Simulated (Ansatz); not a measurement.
Relaxation of C₂H₇FO₂Si (13 atoms, charge 0, multiplicity 1), to a largest force component of 0.02 eV/Å in at most 40 steps.

All numbers below come from RKS PBE/STO-3G (Ansatz 0.2.0).

```xyz
13
Properties=species:S:1:pos:R:3
Si 0.000 0.000 0.000
H 0.000 0.000 1.460
F 1.499 0.000 -0.529
O -0.791 1.371 -0.559
C -2.151 1.418 -0.965
H -2.769 0.822 -0.261
H -2.502 2.471 -0.964
H -2.247 0.998 -1.988
O -0.791 -1.371 -0.559
C -1.536 -2.268 0.250
H -1.225 -2.158 1.310
H -2.619 -2.040 0.157
H -1.349 -3.311 -0.083
```

**Question.** Where does it end, and by what steps?

**Answer.** The forces met the threshold. The force dipped under the threshold on the way, but the program's further checks kept it going. Limits of this set-up: minimal basis. After 24 steps the energy has fallen by 0.593 eV; H8 moved furthest, 1.22 Å.

```
step  energy less start (eV)  largest force component (eV/Å)  accepted
   0                  0.0000                           2.428       yes
   1                 -0.3494                           1.270       yes
   2                 -0.4775                           0.498       yes
   3                 -0.5076                           0.183       yes
   4                 -0.5267                           0.173       yes
   5                 -0.5363                           0.308       yes
   6                 -0.5482                           0.151       yes
   7                 -0.5641                           0.206       yes
   8                 -0.5777                           0.161       yes
   9                 -0.5833                           0.045       yes
  10                 -0.5794                           0.376        no
  11                 -0.5859                           0.021       yes
  12                 -0.5871                           0.155       yes
  13                 -0.5883                           0.052       yes
  14                 -0.5896                           0.021       yes
  15                 -0.5817                           0.534        no
  16                 -0.5897                           0.039       yes
  17                 -0.5908                           0.006       yes
  18                 -0.5881                           0.342        no
  19                 -0.5916                           0.024       yes
  20                 -0.5919                           0.109       yes
  21                 -0.5924                           0.052       yes
  22                 -0.5928                           0.012       yes
  23                 -0.5931                           0.050       yes
  24                 -0.5932                           0.017       yes
```

```xyz
13
Properties=species:S:1:pos:R:3
Si -0.022 -0.033 -0.043
H -0.492 0.155 1.344
F 1.583 0.229 -0.255
O -0.748 1.131 -1.108
C -2.150 1.366 -0.741
H -2.313 1.566 0.350
H -2.491 2.269 -1.300
H -2.835 0.526 -1.029
O -0.227 -1.681 -0.545
C -1.445 -2.258 0.035
H -1.565 -2.073 1.134
H -2.386 -1.906 -0.463
H -1.391 -3.362 -0.113
```

Whether the end is a true minimum wasn't checked by a vibrational analysis.

The run took 2.2 min on 1 thread of Arm Neoverse N1, on a shared host, peak memory 0.15 GiB.
